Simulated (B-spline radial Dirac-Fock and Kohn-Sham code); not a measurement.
**Form factor and incoherent scattering function of Mo²⁷⁺**

System: the Mo²⁷⁺ ion, configuration [Ne] 3s2 3p3.

The run's input, task.json:

```json
{"items": [{
  "Z": 42,
  "q": 27,
  "cfg": [[1, 0, 2], [2, 0, 2], [2, 1, 6], [3, 0, 2], [3, 1, 3]],
  "A": 98,
  "rrms": 4.4091,
  "do": ["scatter"],
  "s": [0.0, 0.05, 0.1, 0.15, 0.2, 0.25, 0.3, 0.35, 0.4, 0.45, 0.5, 0.6, 0.7, 0.8, 0.9, 1.0, 1.1, 1.2, 1.4, 1.6, 1.8, 2.0, 2.5, 3.0, 3.5, 4.0, 5.0, 6.0],
  "pz": [0, 0.1, 0.14, 0.2, 0.28, 0.39, 0.56, 0.78, 1.1, 1.6, 2.2, 3.1, 4.4, 6.1, 8.7, 12.0, 17.0, 24.0, 34.0, 48.0, 68.0],
  "hv_scatter": [1000, 2000, 5000, 10000, 17479.3, 100000, 200000, 500000]
}]}
```

Command: `python xray_run.py task.json out`

These are calculated numbers from an atomic code on a B-spline grid; the model is Dirac-Fock densities. f₀ is the Fourier transform of the spherical electron density, S the Waller-Hartree incoherent function, and s = sin θ/λ. The electron scattering factor follows from the Mott-Bethe formula f_e = 0.023934 Å⁻¹·(Z − f₀)/s².

```
s (Å⁻¹)      f₀       S  f_e (Å)
      0  15.000   0.000        –
   0.05  14.982   0.022  258.659
    0.1  14.929   0.089   64.793
   0.15  14.840   0.199   28.891
    0.2  14.718   0.349   16.324
   0.25  14.564   0.537   10.506
    0.3  14.379   0.759    7.345
   0.35  14.167   1.010    5.438
    0.4  13.929   1.287    4.199
   0.45  13.669   1.584    3.348
    0.5  13.389   1.896    2.739
    0.6  12.784   2.549    1.942
    0.7  12.137   3.211    1.459
    0.8  11.472   3.857    1.142
    0.9  10.811   4.467    0.922
      1  10.172   5.032    0.762
    1.1   9.566   5.547    0.642
    1.2   9.004   6.013    0.548
    1.4   8.024   6.823    0.415
    1.6   7.232   7.508    0.325
    1.8   6.594   8.113    0.262
      2   6.067   8.664    0.215
    2.5   4.993   9.875    0.142
      3   4.058  10.877    0.101
    3.5   3.238  11.672    0.076
      4   2.581  12.278    0.059
      5   1.757  13.075    0.039
      6   1.369  13.562    0.027
```

f₀ starts at the number of electrons, 15, and has fallen to half at s ≈ 1.53 Å⁻¹. The sum of ⟨r²⟩ over the electrons is 0.9730 bohr². For an ion f_e diverges as s goes to zero, because of the net charge.
